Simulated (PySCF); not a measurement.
## Interval between two levels of C by level of theory

C [He] 2s2 2p2 [3P2, M_J = 2] → C [He] 2s2 2p1 3s1 [3P2, M_J = 2], as a difference of total energies. Computed with PySCF 2.14 in x2c-SVPall-2c with one added diffuse shell of s type (4s2p1d, 15 functions), with the two-component X2C-1e Hamiltonian. Correlated levels: 1s2 frozen. "Screened" scales the spin-orbit matrix elements by Boettger's factors to mimic the two-electron term; Breit and QED terms are absent.

```json
{"method": "GHF (spin-free)", "interval between two levels (cm⁻¹)": "62112"}
{"method": "GMP2 (spin-free)", "interval between two levels (cm⁻¹)": "62919"}
{"method": "GHF (screened spin-orbit)", "interval between two levels (cm⁻¹)": "62118"}
{"method": "GMP2 (screened spin-orbit)", "interval between two levels (cm⁻¹)": "62924"}
```

Errors of the correlated levels include the incompleteness of this basis and the frozen core.

The labels give the starting determinants; with spin-orbit coupling the two ends relaxed to ⟨J²⟩ = 6.01, ⟨L²⟩ = 2.00, ⟨S²⟩ = 2.01 and ⟨J²⟩ = 6.00, ⟨L²⟩ = 2.00, ⟨S²⟩ = 2.00.

For comparison: 60350 cm⁻¹ (measured; NIST Handbook of Basic Atomic Spectroscopic Data (Sansonetti and Martin, J. Phys. Chem. Ref. Data 34, 1559 (2005))).
